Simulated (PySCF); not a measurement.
C$_{3}$H$_{10}$O$_{3}$Sn, singlet, at a GFN2-xTB geometry (such geometries of metal compounds can be far from the true shape) (all electrons, no relativity); BLYP/STO-3G in PySCF.

The PySCF input:
```python
from pyscf import gto, scf, dft

mol = gto.M(
    atom='''
C    -1.93712392   -1.72564346   -0.73818810
C    -1.78776819   -0.30907281   -0.23905623
C    -2.30365613    0.72259088   -1.21256626
Sn    0.37015102    0.09418853    0.19716000
O     1.48819454    0.27960780   -1.43840828
O     1.29573826   -1.32453165    1.24115640
O     0.75610868    1.75423431    1.22525043
H    -1.45934360   -1.84975476   -1.70722378
H    -1.50390181   -2.44074845   -0.04189228
H    -2.99761302   -1.95472921   -0.84807005
H    -2.25986947   -0.19027627    0.73711375
H    -3.36376630    0.54188265   -1.39358664
H    -1.77934704    0.66003138   -2.16358381
H    -2.19256116    1.73049569   -0.81875808
H     2.14767988   -0.40904667   -1.51568851
H     1.56950665   -1.02929775    2.10885310
H     1.18262288    2.43028568    0.69971101
''',
    basis='sto-3g',
    verbose=4,
)

mf = dft.RKS(mol)
mf.xc = 'blyp'
mf.kernel()
mf.analyze()
```

The log (banner, timings and long lists left out):

```
PySCF version 2.14.0

[INPUT] verbose = 4
[INPUT] num. atoms = 17
[INPUT] num. electrons = 102
[INPUT] charge = 0
[INPUT] spin (= nelec alpha-beta = 2S) = 0
[INPUT] symmetry False subgroup None
[INPUT] Mole.unit = angstrom
[INPUT] Symbol           X                Y                Z      unit          X                Y                Z       unit  Magmom
[INPUT]  1 C     -1.937123920000  -1.725643460000  -0.738188100000 AA   -3.660633678144  -3.260993528047  -1.394973337413 Bohr   0.0
[INPUT]  2 C     -1.787768190000  -0.309072810000  -0.239056230000 AA   -3.378392253309  -0.584062963450  -0.451750803071 Bohr   0.0
[INPUT]  3 C     -2.303656130000   0.722590880000  -1.212566260000 AA   -4.353279170875   1.365498863308  -2.291418139288 Bohr   0.0
[INPUT]  4 Sn     0.370151020000   0.094188530000   0.197160000000 AA    0.699484052528   0.177990525775   0.372578402719 Bohr   0.0
[INPUT]  5 O      1.488194540000   0.279607800000  -1.438408280000 AA    2.812280100673   0.528382164292  -2.718197704507 Bohr   0.0
[INPUT]  6 O      1.295738260000  -1.324531650000   1.241156400000 AA    2.448590440520  -2.503002061818   2.345445673751 Bohr   0.0
[INPUT]  7 O      0.756108680000   1.754234310000   1.225250430000 AA    1.428838325606   3.315022404215   2.315387746706 Bohr   0.0
[INPUT]  8 H     -1.459343600000  -1.849754760000  -1.707223780000 AA   -2.757759725637  -3.495529894011  -3.226185377545 Bohr   0.0
[INPUT]  9 H     -1.503901810000  -2.440748450000  -0.041892280000 AA   -2.841962539138  -4.612346109457  -0.079164935934 Bohr   0.0
[INPUT] 10 H     -2.997613020000  -1.954729210000  -0.848070050000 AA   -5.664667635230  -3.693902854587  -1.602620128946 Bohr   0.0
[INPUT] 11 H     -2.259869470000  -0.190276270000   0.737113750000 AA   -4.270534375566  -0.359570038304   1.392943110151 Bohr   0.0
[INPUT] 12 H     -3.363766300000   0.541882650000  -1.393586640000 AA   -6.356597054042   1.024009800154  -2.633497080453 Bohr   0.0
[INPUT] 13 H     -1.779347040000   0.660031380000  -2.163583810000 AA   -3.362478586156   1.247278541819  -4.088580848443 Bohr   0.0
[INPUT] 14 H     -2.192561160000   1.730495690000  -0.818758080000 AA   -4.143340103759   3.270162913840  -1.547228533475 Bohr   0.0
[INPUT] 15 H      2.147679880000  -0.409046670000  -1.515688510000 AA    4.058526776439  -0.772986178465  -2.864236174050 Bohr   0.0
[INPUT] 16 H      1.569506650000  -1.029297750000   2.108853100000 AA    2.965937719184  -1.945090848131   3.985154795940 Bohr   0.0
[INPUT] 17 H      1.182622880000   2.430285680000   0.699711010000 AA    2.234833351844   4.592574339652   1.322262175243 Bohr   0.0

nuclear repulsion = 796.529032593235
number of shells = 39
number of NR pGTOs = 201
number of NR cGTOs = 67
basis = sto-3g
ecp = {}

******** <class 'pyscf.dft.rks.RKS'> ********
method = RKS
initial guess = minao
damping factor = 0
level_shift factor = 0
DIIS = <class 'pyscf.scf.diis.CDIIS'>
diis_start_cycle = 1
diis_space = 8
diis_damp = 0
SCF conv_tol = 1e-09
SCF conv_tol_grad = None
SCF max_cycles = 50
direct_scf = True
direct_scf_tol = 1e-13
XC library pyscf.dft.libxc version 7.1.2
    S. Lehtola, C. Steigemann, M. J. T. Oliveira, and M. A. L. Marques,  SoftwareX 7, 1–5 (2018)
XC functionals = blyp
    A. D. Becke,  Phys. Rev. A 38, 3098 (1988)
    C. Lee, W. Yang, and R. G. Parr,  Phys. Rev. B 37, 785 (1988)
    B. Miehlich, A. Savin, H. Stoll, and H. Preuss,  Chem. Phys. Lett. 157, 200 (1989)
radial grids:
    Treutler-Ahlrichs [JCP 102, 346 (1995); DOI:10.1063/1.469408] (M4) radial grids

becke partition: Becke, JCP 88, 2547 (1988); DOI:10.1063/1.454033
pruning grids: <function nwchem_prune>
grids dens level: 3
symmetrized grids: False
atomic radii adjust function: <function treutler_atomic_radii_adjust>
small_rho_cutoff = 0
Set gradient conv threshold to 3.16228e-05
Initial guess from minao.
tot grids = 204640
init E= -6290.66120141668
  HOMO = -0.520870339395493  LUMO = -0.354904324130574  gap/eV = 4.51617
cycle= 1 E= -6306.07537807614  delta_E= -15.4  |g|= 0.941  |ddm|= 4.94
  HOMO = 0.182183310384759  LUMO = 0.240068745075856  gap/eV = 1.57514
cycle= 2 E= -6305.42910685384  delta_E= 0.646  |g|= 1.64  |ddm|= 4.27
  HOMO = -0.029469044499451  LUMO = 0.171196572038906  gap/eV = 5.46039
cycle= 3 E= -6306.39252006373  delta_E= -0.963  |g|= 0.358  |ddm|= 3.54
  HOMO = -0.0476141771233553  LUMO = 0.112053645654604  gap/eV = 4.34478
cycle= 4 E= -6306.43934146365  delta_E= -0.0468  |g|= 0.12  |ddm|= 0.819
  HOMO = -0.0479601869789232  LUMO = 0.113886256556672  gap/eV = 4.40407
cycle= 5 E= -6306.44366771204  delta_E= -0.00433  |g|= 0.0422  |ddm|= 0.267
  HOMO = -0.0493235592402569  LUMO = 0.114623686791152  gap/eV = 4.46123
cycle= 6 E= -6306.44442673275  delta_E= -0.000759  |g|= 0.00785  |ddm|= 0.0877
  HOMO = -0.0489096582784883  LUMO = 0.114644315722525  gap/eV = 4.45053
cycle= 7 E= -6306.44444533824  delta_E= -1.86e-05  |g|= 0.00335  |ddm|= 0.0184
  HOMO = -0.0493546919167594  LUMO = 0.114700190758624  gap/eV = 4.46416
cycle= 8 E= -6306.44444937248  delta_E= -4.03e-06  |g|= 0.000822  |ddm|= 0.00665
  HOMO = -0.0493703137360093  LUMO = 0.114683761711748  gap/eV = 4.46414
cycle= 9 E= -6306.44444959864  delta_E= -2.26e-07  |g|= 8.64e-05  |ddm|= 0.00127
  HOMO = -0.0493774511378537  LUMO = 0.114684183437731  gap/eV = 4.46434
cycle= 10 E= -6306.44444960107  delta_E= -2.43e-09  |g|= 3.22e-05  |ddm|= 0.000177
  HOMO = -0.0493818705995383  LUMO = 0.114685098771092  gap/eV = 4.46449
cycle= 11 E= -6306.44444960124  delta_E= -1.68e-10  |g|= 2.28e-05  |ddm|= 9.51e-05
  HOMO = -0.0493756290975945  LUMO = 0.114685304124764  gap/eV = 4.46433
Extra cycle  E= -6306.44444960048  delta_E= 7.6e-10  |g|= 4.99e-05  |ddm|= 0.000128
converged SCF energy = -6306.44444960048
**** SCF Summaries ****
Total Energy =                       -6306.444449600475309
Nuclear Repulsion Energy =             796.529032593234888
One-electron Energy =               -10305.077542443978018
Two-electron Energy =                 3202.104060250268049
Two-electron Coulomb Energy =         3409.579996507415217
DFT Exchange-Correlation Energy =     -207.475936257147225
HOMO-LUMO gap [eV] =                     4.464325384715039
**** MO energy ****
MO #1   energy= -1016.82686061227  occ= 2
MO #2   energy= -148.037229244199  occ= 2
MO #3   energy= -140.91838878857   occ= 2
MO #4   energy= -140.918375971389  occ= 2
MO #5   energy= -140.918038844495  occ= 2
MO #6   energy= -27.0389899778776  occ= 2
MO #7   energy= -24.4438836418889  occ= 2
MO #8   energy= -24.4438386657956  occ= 2
MO #9   energy= -24.4424944943573  occ= 2
MO #10  energy= -18.4315086504028  occ= 2
MO #11  energy= -18.4299994651308  occ= 2
MO #12  energy= -18.4282761822828  occ= 2
MO #13  energy= -16.6569017889691  occ= 2
MO #14  energy= -16.6568831861649  occ= 2
MO #15  energy= -16.6558650255725  occ= 2
MO #16  energy= -16.6558321051417  occ= 2
MO #17  energy= -16.6555611872595  occ= 2
MO #18  energy= -9.73909681508978  occ= 2
MO #19  energy= -9.73892196914701  occ= 2
MO #20  energy= -9.71502647762358  occ= 2
MO #21  energy= -3.85087296222909  occ= 2
MO #22  energy= -2.77550785103168  occ= 2
MO #23  energy= -2.77536109936526  occ= 2
MO #24  energy= -2.77163567109142  occ= 2
MO #25  energy= -0.786064604810031 occ= 2
MO #26  energy= -0.779298785383049 occ= 2
MO #27  energy= -0.777977908131858 occ= 2
MO #28  energy= -0.662021206408082 occ= 2
MO #29  energy= -0.57718382938375  occ= 2
MO #30  energy= -0.476809420992368 occ= 2
MO #31  energy= -0.446176315333822 occ= 2
MO #32  energy= -0.445995760651784 occ= 2
MO #33  energy= -0.434450041381634 occ= 2
MO #34  energy= -0.432041285316081 occ= 2
MO #35  energy= -0.430672685842063 occ= 2
MO #36  energy= -0.363416369503677 occ= 2
MO #37  energy= -0.355618442123318 occ= 2
MO #38  energy= -0.32248004175443  occ= 2
MO #39  energy= -0.316285478263213 occ= 2
MO #40  energy= -0.300916668251103 occ= 2
MO #41  energy= -0.286928176303558 occ= 2
MO #42  energy= -0.283852898815825 occ= 2
MO #43  energy= -0.25156149027701  occ= 2
MO #44  energy= -0.251108108456638 occ= 2
MO #45  energy= -0.173584422203182 occ= 2
MO #46  energy= -0.139694430493177 occ= 2
MO #47  energy= -0.102221144779654 occ= 2
MO #48  energy= -0.100396704841453 occ= 2
MO #49  energy= -0.0549294746072821 occ= 2
MO #50  energy= -0.0506292887885929 occ= 2
MO #51  energy= -0.0493756290975945 occ= 2
MO #52  energy= 0.114685304124764  occ= 0
MO #53  energy= 0.194141461469202  occ= 0
MO #54  energy= 0.195595313004335  occ= 0
MO #55  energy= 0.267591735259888  occ= 0
MO #56  energy= 0.347528796040734  occ= 0
MO #57  energy= 0.380742681636735  occ= 0
MO #58  energy= 0.384210690882875  occ= 0
MO #59  energy= 0.404809469735389  occ= 0
 ** Mulliken pop on meta-lowdin orthogonal AOs  **
 ** Mulliken pop  **
 ** Mulliken atomic charges  **
charge of    0C =     -0.14200
charge of    1C =     -0.13557
charge of    2C =     -0.14174
charge of    3Sn =      0.74751
charge of    4O =     -0.32046
charge of    5O =     -0.31783
charge of    6O =     -0.31888
charge of    7H =      0.04137
charge of    8H =      0.04305
charge of    9H =      0.04075
charge of   10H =      0.03115
charge of   11H =      0.04078
charge of   12H =      0.04288
charge of   13H =      0.04093
charge of   14H =      0.11557
charge of   15H =      0.11644
charge of   16H =      0.11606
Dipole moment(X, Y, Z, Debye):  0.05738,  0.06837,  0.15923
```
